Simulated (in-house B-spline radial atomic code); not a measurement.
**Ionising Gd³⁺ with different functionals**

Computed with a radial B-spline atomic code at the basis-set limit: scalar-relativistic (spin-free X2C) Hamiltonian, Fermi nucleus of rms radius 5.1569 fm, spin-polarised at highest spin, spherical fractional occupations for the functionals, the average over the highest-spin determinants for Hartree-Fock. The ionisation energy is the difference of two self-consistent energies, [Xe] 4f7 → [Xe] 4f6, without Breit or QED terms; ε is the level of the shell that loses the electron (its least bound occupied spin orbital). There is no spin-orbit coupling in this Hamiltonian.

Hybrids are left out here: with spherical fractional occupations of an open shell their exact exchange keeps a self-interaction that integer-occupation calculations don't have.

```json
{"method": "Hartree-Fock", "rung": "Hartree-Fock", "ΔSCF (eV)": "42.88", "-ε(4f) (eV)": "47.73"}
{"method": "LDA VWN5", "rung": "LDA", "ΔSCF (eV)": "45.67", "-ε(4f) (eV)": "35.88"}
{"method": "LDA PW92", "rung": "LDA", "ΔSCF (eV)": "45.66", "-ε(4f) (eV)": "35.87"}
{"method": "LDA exchange-only", "rung": "LDA", "ΔSCF (eV)": "44.04", "-ε(4f) (eV)": "34.31"}
{"method": "PBE", "rung": "GGA", "ΔSCF (eV)": "45.39", "-ε(4f) (eV)": "35.61"}
{"method": "PBEsol", "rung": "GGA", "ΔSCF (eV)": "45.43", "-ε(4f) (eV)": "35.65"}
{"method": "BLYP", "rung": "GGA", "ΔSCF (eV)": "45.14", "-ε(4f) (eV)": "35.37"}
{"method": "RPBE", "rung": "GGA", "ΔSCF (eV)": "45.34", "-ε(4f) (eV)": "35.56"}
{"method": "PW91", "rung": "GGA", "ΔSCF (eV)": "45.47", "-ε(4f) (eV)": "35.69"}
{"method": "BP86", "rung": "GGA", "ΔSCF (eV)": "45.44", "-ε(4f) (eV)": "35.66"}
{"method": "AM05", "rung": "GGA", "ΔSCF (eV)": "45.48", "-ε(4f) (eV)": "35.69"}
{"method": "OLYP", "rung": "GGA", "ΔSCF (eV)": "46.04", "-ε(4f) (eV)": "36.18"}
{"method": "TPSS", "rung": "meta-GGA", "ΔSCF (eV)": "45.25", "-ε(4f) (eV)": "35.48"}
{"method": "SCAN", "rung": "meta-GGA", "ΔSCF (eV)": "45.82", "-ε(4f) (eV)": "36.06"}
{"method": "r2SCAN", "rung": "meta-GGA", "ΔSCF (eV)": "45.79", "-ε(4f) (eV)": "35.97"}
{"method": "revTPSS", "rung": "meta-GGA", "ΔSCF (eV)": "45.30", "-ε(4f) (eV)": "35.51"}
```

**Question.** How do they compare with the NIST value?

**Answer.** NIST lists 44.44 eV ± 0.08 (semi-empirical, ground level to ground level). Errors run from -1.56 to +1.60 eV; BLYP is closest (+0.70 eV), but part of that can be cancellation, since the calculations leave out spin-orbit coupling, Breit-QED terms, multiplet and fine-structure energies. Hartree-Fock also lacks correlation.
